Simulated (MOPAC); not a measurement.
MOPAC input (AM1):

```
AM1 FORCE THERMO(298,298) PRECISE LET UHF MS=0.5 GEO-OK AUX(PRECISION=9) THREADS=1
H4FSi2

F     1.75284864 1   -0.95747345 1    0.36271797 1
Si    0.81906213 1    0.19972410 1   -0.26332139 1
Si   -1.59154353 1    0.23448262 1    0.05290927 1
H     1.37252255 1    1.53760168 1   -0.08764358 1
H    -1.93804382 1    0.41186402 1    1.46798999 1
H    -2.10841441 1    1.36568150 1   -0.72529893 1
H    -2.17846204 1   -1.01655668 1   -0.44072031 1
```

Output:

```
 *******************************************************************************
 **                                                                           **
 **                              MOPAC v23.2.5                                **
 **                                                                           **
 *******************************************************************************
 ** MOPAC's Digital Object Identifier: https://doi.org/10.5281/zenodo.6511958 **
 **                                                                           **
 ** Please cite the open-source release paper for use of this MOPAC version:  **
 ** J. E. Moussa and J. J. P. Stewart (2026)                                  **
 ** MOPAC: An open-source semiempirical molecular orbital program             **
 ** J. Open Source Softw., 11(119), 8025, https://doi.org/10.21105/joss.08025 **
 *******************************************************************************

                              AM1 CALCULATION RESULTS

 *******************************************************************************
 *  AM1        - The AM1 Hamiltonian to be used
 *  GEO-OK     - OVERRIDE INTERATOMIC DISTANCE AND OTHER SAFETY CHECKS
 *  UHF        - UNRESTRICTED HARTREE-FOCK CALCULATION
 *  MS=        - IN MECI, MAGNETIC COMPONENT OF SPIN =  0.5
 *  LET        - OVERRIDE SOME SAFETY CHECKS
 *  PRECISE    - TIGHTER CRITERIA TO BE USED
 *  FORCE      - FORCE CALCULATION SPECIFIED
 *  AUX        - OUTPUT AUXILIARY INFORMATION
 *  THERMO     - THERMODYNAMIC QUANTITIES TO BE CALCULATED
 *******************************************************************************
AM1 FORCE THERMO(298,298) PRECISE LET UHF MS=0.5 GEO-OK AUX(PRECISION=9) THREADS=1
 H4FSi2

   ATOM   CHEMICAL          X               Y               Z
  NUMBER   SYMBOL      (ANGSTROMS)     (ANGSTROMS)     (ANGSTROMS)

     1       F          1.75284864  *  -0.95747345  *   0.36271797  *
     2      Si          0.81906213  *   0.19972410  *  -0.26332139  *
     3      Si         -1.59154353  *   0.23448262  *   0.05290927  *
     4       H          1.37252255  *   1.53760168  *  -0.08764358  *
     5       H         -1.93804382  *   0.41186402  *   1.46798999  *
     6       H         -2.10841441  *   1.36568150  *  -0.72529893  *
     7       H         -2.17846204  *  -1.01655668  *  -0.44072031  *

          CARTESIAN COORDINATES

    NO.       ATOM           X           Y           Z

     1         F          1.7528     -0.9575      0.3627
     2        Si          0.8191      0.1997     -0.2633
     3        Si         -1.5915      0.2345      0.0529
     4         H          1.3725      1.5376     -0.0876
     5         H         -1.9380      0.4119      1.4680
     6         H         -2.1084      1.3657     -0.7253
     7         H         -2.1785     -1.0166     -0.4407

  H: (AM1): M.J.S. DEWAR ET AL, J. AM. CHEM. SOC. 107 3902-3909 (1985)
  F: (AM1): M.J.S. DEWAR AND E. G. ZOEBISCH, THEOCHEM, 180, 1 (1988).
 Si: (AM1): M.J.S.DEWAR, C. JIE, ORGANOMETALLICS, 6, 1486-1490 (1987).

           Empirical Formula: H4 F Si2  =     7 atoms

      MOLECULAR POINT GROUP   :   C1

[...]
 REDUCED MASS        0.4274         Si2 -- Si3          +1.9% ( 10.9%)      0.1%
 EFFECTIVE MASS      1.4893
 FORCE CONSTANT      0.1587

 VIBRATION         11   11A          ATOM PAIR     ENERGY CONTRIBUTION    RADIAL
 FREQUENCY          1162.50         F 1 -- Si2         +74.1% (100.2%)    100.0%
 TRANSITION DIPOLE   3.6844         Si2 -- Si3         +13.2% ( 42.3%)     33.3%
 TRAVEL (Ang.)       0.0718         Si2 -- H 4         +12.7% ( 41.4%)      8.5%
 REDUCED MASS       11.2568
 EFFECTIVE MASS     22.5576
 FORCE CONSTANT      8.9630

 VIBRATION         12   12A          ATOM PAIR     ENERGY CONTRIBUTION    RADIAL
 FREQUENCY          2222.68         Si2 -- H 4         +98.3% ( 99.3%)     99.9%
 TRANSITION DIPOLE   0.2698         Si3 -- H 7          +0.7% (  8.2%)     99.0%
 TRAVEL (Ang.)       0.1789         Si3 -- H 5          +0.6% (  7.6%)     98.4%
 REDUCED MASS        0.9478         F 1 -- Si2          +0.2% (  4.6%)     23.4%
 EFFECTIVE MASS      1.3351
 FORCE CONSTANT      2.7589

 VIBRATION         13   13A          ATOM PAIR     ENERGY CONTRIBUTION    RADIAL
 FREQUENCY          2229.57         Si3 -- H 5         +68.3% ( 83.3%)     99.5%
 TRANSITION DIPOLE   0.2302         Si3 -- H 7         +24.4% ( 49.8%)     94.4%
 TRAVEL (Ang.)       0.2354         Si3 -- H 6          +7.1% ( 26.8%)     78.2%
 REDUCED MASS        0.5457         Si2 -- Si3          +0.2% (  4.5%)      0.2%
 EFFECTIVE MASS      1.4100
 FORCE CONSTANT      1.5982

 VIBRATION         14   14A          ATOM PAIR     ENERGY CONTRIBUTION    RADIAL
 FREQUENCY          2231.01         Si3 -- H 6         +56.7% ( 75.9%)     99.0%
 TRANSITION DIPOLE   0.2305         Si3 -- H 7         +40.7% ( 64.4%)     97.4%
 TRAVEL (Ang.)       0.2450         Si3 -- H 5          +2.1% ( 14.7%)     47.3%
 REDUCED MASS        0.5037         Si2 -- H 4          +0.3% (  5.0%)    100.0%
 EFFECTIVE MASS      1.4133
 FORCE CONSTANT      1.4772

 VIBRATION         15   15A          ATOM PAIR     ENERGY CONTRIBUTION    RADIAL
 FREQUENCY          2237.56         Si3 -- H 6         +36.2% ( 59.4%)     98.8%
 TRANSITION DIPOLE   0.0185         Si3 -- H 7         +34.1% ( 57.6%)     98.6%
 TRAVEL (Ang.)       0.3029         Si3 -- H 5         +28.6% ( 52.8%)     98.1%
 REDUCED MASS        0.3284         Si2 -- H 4          +1.0% ( 10.0%)     99.9%
 EFFECTIVE MASS      1.0978
 FORCE CONSTANT      0.9687

      SYMMETRY NUMBER FOR POINT-GROUP C1  =  1

          SYSTEM IS A GROUND STATE

 H4FSi2

          MOLECULE IS NOT LINEAR

          THERE ARE 15 GENUINE VIBRATIONS IN THIS SYSTEM
          THIS THERMODYNAMICS CALCULATION IS LIMITED TO
          MOLECULES WHICH HAVE NO INTERNAL ROTATIONS

                    CALCULATED THERMODYNAMIC PROPERTIES
                                          *
   TEMP. (K)   PARTITION FUNCTION   H.O.F.    ENTHALPY  HEAT CAPACITY ENTROPY
                                   KCAL/MOL   CAL/MOLE    CAL/K/MOL  CAL/K/MOL

 298.00  VIB.     0.4300D+02                  2021.4809    13.1445    14.2576
         ROT.     0.6783D+05                   888.2803     2.9808    25.0880
         INT.     0.2916D+07                  2909.7612    16.1253    39.3456
         TRA.     0.6814D+27                  1480.4672     4.9680    39.0207
         TOT.                      -57.588    4390.2284    21.0933    78.3663

   *: NOTE: HEATS OF FORMATION ARE RELATIVE TO THE
            ELEMENTS IN THEIR STANDARD STATE AT 298K
              (=  Standard Enthalpy of Formation).

            Hvib:  Zero-point energy is not included.
                   frequencies of less than zero cm-1 are not included.
            Hrot = (3/2)RT
            Htra = (3/2)RT + pV = (5/2)RT

            Heat capacity is Cp, not Cv

          For more information, see: HTTP://OpenMOPAC.net/Manual/thermochemistry.html

           FORCE CONSTANT IN CARTESIAN COORDINATES (Millidynes/A)

    ATOM   CHEMICAL       X               Y               Z
   NUMBER   SYMBOL  FORCE CONSTANT  FORCE CONSTANT  FORCE CONSTANT

      1       F        9.114863        0.253081        0.101335
      2      Si        9.870228        2.476110        1.525324
      3      Si        3.736076        3.262798        4.025387
      4       H        0.688155        1.279054        1.182022
      5       H        0.262114        0.892506        2.093128
      6       H        2.651440        0.370892        0.228485
      7       H        0.371451        1.004851        1.879339

 **********************
 *                    *
 * JOB ENDED NORMALLY *
 *                    *
 **********************

 == MOPAC DONE ==
```
